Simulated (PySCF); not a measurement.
**Continuum solvent and chemical shifts**

Mapped SMILES: `[CH3:1]/[C:2](=[CH:3]/[CH2:4][F:5])[CH2:6][F:7]`; H(Xn) means a hydrogen on atom n.

GIAO PBE0/pcSseg-1 in PySCF 2.14 on one PBE0-D3(BJ)/def2-SVP conformer, non-relativistic, equivalent nuclei averaged. Solvents enter as an IEF-PCM continuum (tetrahydrofuran with ε = 7.4, water with ε = 78.4) around the gas-phase geometry. Shifts are referred to TMS, CFCl3 computed in the same medium.

In tetrahydrofuran, δ in ppm: C2 139.0, C3 133.3, C6 89.6, C4 84.0, C1 20.6, F5 -242.4, F7 -250.9, H(C3) 5.71, H(C4) 5.45, H(C6) 5.12, H(C1) 1.68. Dipole moment 3.76 D.

Question: How does each δ change in the more polar medium?

Answer: 
```tsv
atoms	environment	Δδ, water
C2	fully substituted alkene carbon	+1.2
C3	alkene CH	-0.7
C6	allylic sp3 CH2 bonded to F	+0.4
C4	allylic sp3 CH2 bonded to F	+0.3
C1	allylic methyl carbon	+0.1
F5	fluorine on an sp3 carbon	-0.4
F7	fluorine on an sp3 carbon	-0.4
H(C3)	hydrogen on an alkene CH	-0.02
H(C4)	hydrogen on an allylic sp3 CH2 bonded to F	+0.02
H(C6)	hydrogen on an allylic sp3 CH2 bonded to F	+0.05
H(C1)	hydrogen on an allylic methyl carbon	+0.02
```

Changes are relative to tetrahydrofuran. The dipole moment becomes 3.92 D in water.

Question: Which nuclei move most (in ppm), and what does the model miss?

Answer: C2 (fully substituted alkene carbon, +1.2 ppm) in water. A continuum only polarises the solute; specific hydrogen bonds, the anisotropy of aromatic solvents and changes of geometry or conformer are outside it.
